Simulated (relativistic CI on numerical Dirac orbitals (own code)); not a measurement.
## One change at a time: Pr¹³⁺

Base calculation: Dirac-Coulomb-Breit CI, orbitals from a KLI potential per configuration, a model potential for QED, unscaled Slater integrals.

Configuration list (outside the closed core [Ar] 3d10): 4s²4p⁶4d¹⁰, 4s²4p⁶4d⁹4f, 4s²4p⁶4d⁹5s, 4s²4p⁵4d¹⁰4f, 4s²4p⁶4d⁹5p, 4s²4p⁶4d⁹5d, 4s4p⁶4d¹⁰4f, 4s²4p⁶4d⁹6s, 4s²4p⁶4d⁹5f. Double excitations out of closed p, d and f shells are left out; levels of such configurations are missing from the list, as are those of other unlisted configurations, and high levels can miss mixing partners.

Variants: (1) valence Slater integrals scaled by 0.9; (2) Breit term removed. Shifts of the energy above 4s²4p⁶4d¹⁰ ¹S0, in cm⁻¹, for the lowest level and the first level of each name with at least 55 % of one term (blank where a level changes its place among those of its configuration and J or its character, or is not in the variant):

| Level | Base | Δ(1) | Δ(2) |
| --- | --- | --- | --- |
| 4s²4p⁶4d¹⁰ ¹S0 | 0 | 0 | 0 |
| 4s²4p⁶4d⁹4f ³P°0 | 901281 | +5060 | +668 |
| 4s²4p⁶4d⁹5s ³D3 | 903113 | +304 | -533 |
| 4s²4p⁶4d⁹4f ³P°1 | 906592 | +4887 | +950 |
| 4s²4p⁶4d⁹4f ³P°2 | 917407 | +4466 | +1315 |
| 4s²4p⁶4d⁹4f ³H°6 | 931149 | +2368 | +1370 |
| 4s²4p⁶4d⁹5s ³D1 | 934641 | +272 | +311 |
| 4s²4p⁶4d⁹4f ³H°5 | 934788 | +1918 | +1090 |
| 4s²4p⁶4d⁹4f ³H°4 | 949029 | +1348 | +1246 |
| 4s²4p⁶4d⁹4f ³F°4 | 952509 | +508 | +1266 |
| 4s²4p⁶4d⁹4f ³D°1 | 959859 | +655 | +1218 |
| 4s²4p⁶4d⁹4f ³G°3 | 989640 | -801 | +1829 |
| 4s²4p⁶4d⁹4f ¹F°3 | 1006983 | -2908 | +1676 |
| 4s²4p⁶4d⁹5p ³P°2 | 1080105 | +829 | -1109 |

At this charge energies of transitions that change n are usually good to better than 1 %, and those within a shell (Δn = 0) to a few per cent. Levels and lines within the n = 5 or 6 shells can be off by up to 10 % or somewhat more, and those that change n by about 2 %, since core polarisation is missing.

Ionisation energy from the two ground configurations alone: base 349.244 eV. The NIST ASD value (theoretical) is 350 eV.

LS names give the leading component of a level, which can be under half, so a name can repeat, a term be missing and a line seem to break the LS rules.
